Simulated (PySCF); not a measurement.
Al(Cl)(Me)(NHMe) (C2H7AlClN), SMILES C[NH][Al]([CH3])[Cl]. Atoms are numbered in the order given.

```xyz
12

Al    -0.2531     0.1121     0.0000
Cl     0.6628     2.0261     0.0000
C     -2.1893    -0.0669     0.0000
H     -2.5179    -1.1186     0.0000
H     -2.6263     0.4251     0.8853
H     -2.6263     0.4251    -0.8853
N      0.8709    -1.2592     0.0000
C      0.5824    -2.6824     0.0000
H      1.8708    -1.0708     0.0000
H      0.9867    -3.2001    -0.8907
H      0.9867    -3.2001     0.8907
H     -0.5064    -2.8518     0.0000
```
Charge 0, spin multiplicity 1.

The structure is a stationary point at B3LYP-D3(BJ)/def2-SVP. The structure was generated by enumeration; whether it is a known compound was not checked. Other conformers were not sampled.

Two levels are set side by side: PBE/pcSseg-1 (PySCF) and PBE0/pcSseg-1 (PySCF). GIAO shifts against HCl (³⁵Cl), NH3 (¹⁵N), TMS (¹H), TMS (¹³C) at the same level; non-relativistic, no solvent, atoms listed together averaged. Without spin–orbit terms, shifts of atoms bonded to Cl or Br come out too high at both levels. Differences are taken from unrounded values.

| quantity | PBE0 |
|---|---|
| δ(³⁵Cl) of Cl2 (ppm) | -18.5 |
| δ(¹³C) of C3 (ppm) | -14.5 |
| δ(¹H) of H4, H5, H6 (ppm) | 0.05 |
| δ(¹⁵N) of N7 (ppm) | 59.5 |
| δ(¹³C) of C8 (ppm) | 34.5 |
| δ(¹H) of H9 (ppm) | 1.48 |

Task: What does PBE give, and how far is it from PBE0? (The exact figures need the calculation; the answer reports its results.)

Result: 
```
quantity                     PBE  PBE minus PBE0
-------------------------  -----  --------------
δ(³⁵Cl) of Cl2 (ppm)        -2.0            16.5
δ(¹³C) of C3 (ppm)         -15.3            -0.7
δ(¹H) of H4, H5, H6 (ppm)   0.04           -0.02
δ(¹⁵N) of N7 (ppm)          72.8            13.3
δ(¹³C) of C8 (ppm)          35.9             1.4
δ(¹H) of H9 (ppm)           1.79            0.31
```

Rough cost on one machine, each run with all the roots and properties that it gave: PBE0 against PBE within a factor of 2.
